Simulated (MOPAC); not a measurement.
MOPAC input (MNDO):

```
MNDO PRECISE GNORM=0.05 LET XYZ CHARGE=-1 GEO-OK AUX(PRECISION=9) THREADS=1
NO2

O     0.84597041 1   -0.68243539 1   -0.03783429 1
N     0.21645173 1    0.40634314 1   -0.02885563 1
O    -1.03536567 1    0.32688515 1    0.06308297 1
```

Q: What heat of formation does the run end on?

A: -63.54 kcal/mol.
